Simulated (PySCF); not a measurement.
AgF, singlet, at a GFN2-xTB geometry (such geometries of metal compounds can be far from the true shape) (all electrons, no relativity); PySCF with BLYP/3-21G.

Input for PySCF:
```python
from pyscf import gto, scf, dft

mol = gto.M(
    atom='''
Ag   -0.000000   -0.000000   -0.316785
F     0.000000    0.000000    1.654320
''',
    basis='3-21g',
    charge=0,
    spin=0,
    verbose=4,
)

mf = dft.RKS(mol)
mf.xc = 'blyp'
mf.DIIS = scf.EDIIS
mf.kernel()
```

The log (banner, timings and long lists left out):

```
PySCF version 2.14.0

[INPUT] verbose = 4
[INPUT] num. atoms = 2
[INPUT] num. electrons = 56
[INPUT] charge = 0
[INPUT] spin (= nelec alpha-beta = 2S) = 0
[INPUT] symmetry False subgroup None
[INPUT] Mole.unit = angstrom
[INPUT] Symbol           X                Y                Z      unit          X                Y                Z       unit  Magmom
[...]
nuclear repulsion = 113.561662224569
number of shells = 19
number of NR pGTOs = 96
number of NR cGTOs = 45
basis = 3-21g
ecp = {}

******** <class 'pyscf.dft.rks.RKS'> ********
method = RKS
initial guess = minao
damping factor = 0
level_shift factor = 0
DIIS = <class 'pyscf.scf.diis.EDIIS'>
diis_start_cycle = 1
diis_space = 8
diis_damp = 0
SCF conv_tol = 1e-09
SCF conv_tol_grad = None
SCF max_cycles = 50
direct_scf = True
direct_scf_tol = 1e-13
XC library pyscf.dft.libxc version 7.1.2
    S. Lehtola, C. Steigemann, M. J. T. Oliveira, and M. A. L. Marques,  SoftwareX 7, 1–5 (2018)
XC functionals = blyp
    A. D. Becke,  Phys. Rev. A 38, 3098 (1988)
    C. Lee, W. Yang, and R. G. Parr,  Phys. Rev. B 37, 785 (1988)
    B. Miehlich, A. Savin, H. Stoll, and H. Preuss,  Chem. Phys. Lett. 157, 200 (1989)
radial grids:
    Treutler-Ahlrichs [JCP 102, 346 (1995); DOI:10.1063/1.469408] (M4) radial grids

becke partition: Becke, JCP 88, 2547 (1988); DOI:10.1063/1.454033
pruning grids: <function nwchem_prune>
grids dens level: 3
symmetrized grids: False
atomic radii adjust function: <function treutler_atomic_radii_adjust>
small_rho_cutoff = 0
Set gradient conv threshold to 3.16228e-05
Initial guess from minao.
tot grids = 36704
init E= -5265.7044211056
[...]
cycle= 1 E= -5275.09400690079  delta_E= -9.39  |g|= 0.878  |ddm|= 1.13
[...]
cycle= 2 E= -5265.80216560159  delta_E= 9.29  |g|= 3.98  |ddm|= 3.33
[...]
cycle= 3 E= -5273.93560347697  delta_E= -8.13  |g|= 3.02  |ddm|= 3.55
[...]
cycle= 4 E= -5274.5504084312  delta_E= -0.615  |g|= 2.07  |ddm|= 0.517
[...]
cycle= 5 E= -5274.5504085025  delta_E= -7.13e-08  |g|= 2.07  |ddm|= 7.91e-08
[...]
cycle= 6 E= -5274.55040850568  delta_E= -3.18e-09  |g|= 2.07  |ddm|= 3.54e-09
[...]
cycle= 7 E= -5274.55040854075  delta_E= -3.51e-08  |g|= 2.07  |ddm|= 3.89e-08
[...]
cycle= 8 E= -5274.55040853172  delta_E= 9.03e-09  |g|= 2.07  |ddm|= 1e-08
[...]
cycle= 9 E= -5274.55040851586  delta_E= 1.59e-08  |g|= 2.07  |ddm|= 1.76e-08
[...]
cycle= 10 E= -5274.55040851393  delta_E= 1.93e-09  |g|= 2.07  |ddm|= 2.14e-09
[...]
cycle= 11 E= -5263.54123202371  delta_E=   11  |g|= 3.97  |ddm|= 3.66
[...]
cycle= 12 E= -5274.10581869908  delta_E= -10.6  |g|= 2.77  |ddm|= 3.76
[...]
cycle= 13 E= -5274.31361022747  delta_E= -0.208  |g|= 2.46  |ddm|= 0.268
[...]
cycle= 14 E= -5274.31361024597  delta_E= -1.85e-08  |g|= 2.46  |ddm|= 1.99e-08
[...]
cycle= 15 E= -5274.31361024395  delta_E= 2.03e-09  |g|= 2.46  |ddm|= 2.17e-09
[...]
cycle= 16 E= -5274.31361024371  delta_E= 2.36e-10  |g|= 2.46  |ddm|= 2.8e-10
[...]
cycle= 17 E= -5274.31361014308  delta_E= 1.01e-07  |g|= 2.46  |ddm|= 1.08e-07
[...]
cycle= 18 E= -5274.31360982049  delta_E= 3.23e-07  |g|= 2.46  |ddm|= 3.47e-07
[...]
cycle= 19 E= -5274.31361033289  delta_E= -5.12e-07  |g|= 2.46  |ddm|= 5.51e-07
[...]
cycle= 20 E= -5262.89937407509  delta_E= 11.4  |g|= 4.23  |ddm|= 3.77
[...]
cycle= 21 E= -5274.15958391941  delta_E= -11.3  |g|= 2.68  |ddm|= 3.82
[...]
cycle= 22 E= -5274.23766552381  delta_E= -0.0781  |g|= 2.58  |ddm|= 0.182
[...]
cycle= 23 E= -5274.23766552086  delta_E= 2.95e-09  |g|= 2.58  |ddm|= 3.29e-09
[...]
cycle= 24 E= -5274.23766549258  delta_E= 2.83e-08  |g|= 2.58  |ddm|= 3.15e-08
[...]
cycle= 25 E= -5274.23766546479  delta_E= 2.78e-08  |g|= 2.58  |ddm|= 3.09e-08
[...]
cycle= 26 E= -5274.23766552193  delta_E= -5.71e-08  |g|= 2.58  |ddm|= 6.36e-08
[...]
cycle= 27 E= -5274.23766559525  delta_E= -7.33e-08  |g|= 2.58  |ddm|= 8.16e-08
[...]
cycle= 28 E= -5274.23766552202  delta_E= 7.32e-08  |g|= 2.58  |ddm|= 8.15e-08
[...]
cycle= 29 E= -5262.67508140066  delta_E= 11.6  |g|= 4.31  |ddm|= 3.81
[...]
cycle= 30 E= -5274.17172527884  delta_E= -11.5  |g|= 2.66  |ddm|= 3.85
[...]
cycle= 31 E= -5274.21054984344  delta_E= -0.0388  |g|= 2.61  |ddm|= 0.133
[...]
cycle= 32 E= -5274.21054983814  delta_E= 5.3e-09  |g|= 2.61  |ddm|= 6.12e-09
[...]
cycle= 33 E= -5274.21055040046  delta_E= -5.62e-07  |g|= 2.61  |ddm|= 6.53e-07
[...]
cycle= 34 E= -5274.21054983731  delta_E= 5.63e-07  |g|= 2.61  |ddm|= 6.54e-07
[...]
cycle= 35 E= -5274.2105498434  delta_E= -6.09e-09  |g|= 2.61  |ddm|= 7.06e-09
[...]
cycle= 36 E= -5274.21054985795  delta_E= -1.45e-08  |g|= 2.61  |ddm|= 1.69e-08
[...]
cycle= 37 E= -5274.21054986344  delta_E= -5.49e-09  |g|= 2.61  |ddm|= 6.39e-09
[...]
cycle= 38 E= -5262.58614037498  delta_E= 11.6  |g|= 4.34  |ddm|= 3.83
[...]
cycle= 39 E= -5274.17474122774  delta_E= -11.6  |g|= 2.66  |ddm|= 3.86
[...]
cycle= 40 E= -5274.19850877805  delta_E= -0.0238  |g|= 2.63  |ddm|= 0.0989
[...]
cycle= 41 E= -5274.19850879781  delta_E= -1.98e-08  |g|= 2.63  |ddm|= 2.38e-08
[...]
cycle= 42 E= -5274.19850879296  delta_E= 4.85e-09  |g|= 2.63  |ddm|= 5.84e-09
[...]
cycle= 43 E= -5274.19850879217  delta_E= 7.97e-10  |g|= 2.63  |ddm|= 9.59e-10
[...]
cycle= 44 E= -5274.19850879292  delta_E= -7.49e-10  |g|= 2.63  |ddm|= 8.97e-10
[...]
cycle= 45 E= -5274.19850879287  delta_E= 4.37e-11  |g|= 2.63  |ddm|= 5.85e-11
[...]
cycle= 46 E= -5274.19850836358  delta_E= 4.29e-07  |g|= 2.63  |ddm|= 5.18e-07
[...]
cycle= 47 E= -5262.54219078452  delta_E= 11.7  |g|= 4.36  |ddm|= 3.85
[...]
cycle= 48 E= -5274.17544327396  delta_E= -11.6  |g|= 2.66  |ddm|= 3.87
[...]
cycle= 49 E= -5274.19173760087  delta_E= -0.0163  |g|= 2.64  |ddm|= 0.0733
[...]
cycle= 50 E= -5274.19173755495  delta_E= 4.59e-08  |g|= 2.64  |ddm|= 5.72e-08
SCF not converged.
SCF energy = -5274.19173755495
```

The run did not converge; its last values are not results.
